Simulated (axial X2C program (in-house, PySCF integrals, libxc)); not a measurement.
**Correcting the dissociation energy of SbBr⁺ for spin–orbit coupling**

A spin-free PBE0 curve (one-electron X2C) was computed with an in-house all-electron X2C program for linear molecules (integrals from PySCF), basis Sb dyall-cv3z [11s12p8d4f1g], Br dyall-cv3z [8s9p6d4f1g] (cores contracted in-house), for the state M_S = 1/2, Λ = 1 (beyond evenly filled blocks: π+α). It gives D0 = 3.388 eV to Sb+ + Br, which in a spin-free picture are the weighted means of the ground terms.

Measured levels of the ground terms (NIST Handbook of Basic Atomic Spectroscopic Data), in cm⁻¹: Sb+ 3P: J = 0 at 0, J = 1 at 3054.6, J = 2 at 5658.2; Br 2P: J = 3/2 at 0, J = 1/2 at 3685.2.

The two components of the molecular doublet are 3708 cm⁻¹ apart in the PBE0 2c search (Ω = 1/2 lower), so the lower one lies 1854 cm⁻¹ under their mean.

Q: How far does each ground level lie under the (2J+1)-weighted mean of its term?

A: Sb+: (1 × 0 + 3 × 3054.6 + 5 × 5658.2)/9 = 4162 cm⁻¹; Br: (4 × 0 + 2 × 3685.2)/6 = 1228 cm⁻¹.

Q: Correct D0.

A: D0 = 3.388 + (1854 − 5390)/8065.5 = 2.950 eV at PBE0 with these spin–orbit terms.

Second-order spin–orbit effects in the molecule, which grow quickly with Z, are left out. One determinant describes the state; a PBE0 search over occupations chose it and may have missed a lower one. Dissociation energies refer to the lowest single-determinant-based atoms at the same level and basis. Without a current term, density functionals place determinants with orbital angular momentum somewhat too high.
